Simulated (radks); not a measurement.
Results of a calculation; reference values are marked as such.
Kinetic energies: the exact non-interacting value of the Kohn-Sham orbitals and orbital-free approximations, in hartree. Species: As [Ar] 3d10 4s2 4p3; Se+ [Ar] 3d10 4s2 4p3. Code: a radial shooting solver on a logarithmic mesh with Libxc functionals. Model: non-relativistic Kohn-Sham, PBE, spin-polarised, spherical densities, point nucleus. Every spin shell is full or empty, so the densities are truly spherical. Functionals are evaluated on that one density, not self-consistently.

functional           As      Se+
exact           2234.14  2399.41
Thomas-Fermi     2098.2   2255.1
von Weizsacker   1067.0   1134.7
TF + vW          3165.1   3389.8
TF + vW/9        2216.7   2381.2
TF + vW/5        2311.6   2482.1
LC94             2233.8   2399.5
APBEK            2235.6   2401.4
revAPBEK         2240.7   2406.8
Perdew 92        2217.0   2381.5
Thakkar          2222.9   2387.6
Pearson          2208.3   2372.4
LKT              2737.3   2934.1
PG1              2632.1   2822.2
DePristo-Kress   2231.5   2396.9
Ernzerhof        2224.8   2389.8
